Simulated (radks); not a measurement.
Q: The table gives one normalised radial function P(r) = r R(r) of Rh9+ in [Kr] (r in bohr). Calculated with a radial shooting solver on a logarithmic mesh with Libxc functionals: scalar-relativistic Kohn-Sham, LDA (Slater exchange, Perdew-Wang correlation), spin-polarised, spherical densities, finite nucleus; Fermi nuclear charge, rms radius 4.4945 fm.

| r | P |
|---|---|
| 0.00186 | 0.0048 |
| 0.002731 | 0.0096 |
| 0.004009 | 0.0191 |
| 0.005886 | 0.0377 |
| 0.008711 | 0.0746 |
| 0.01279 | 0.1420 |
| 0.01878 | 0.2601 |
| 0.02757 | 0.4477 |
| 0.04047 | 0.6993 |
| 0.05942 | 0.9339 |
| 0.08724 | 0.9413 |
| 0.1281 | 0.4404 |
| 0.188 | -0.5965 |
| 0.2761 | -1.5717 |
| 0.4053 | -1.6591 |
| 0.5998 | -0.9032 |
| 0.8806 | -0.2379 |
| 1.293 | -0.0239 |
| 1.898 | -0.0006 |
| 2.787 | 0.0000 |

Which n and l does it have? It may be an empty orbital.

A: n = 3, l = 1: the number of nodes gives n - l - 1 = 1, the rise at small r (about r^(l+1), flatter next to the nucleus through relativity) gives l, and the extent must fit the shell. The curve is that of 3p. 3p: eigenvalue -646.25 eV, 1 radial node at r = 0.153 bohr, <r> = 0.390 bohr, 90 % of the charge inside 0.587 bohr.
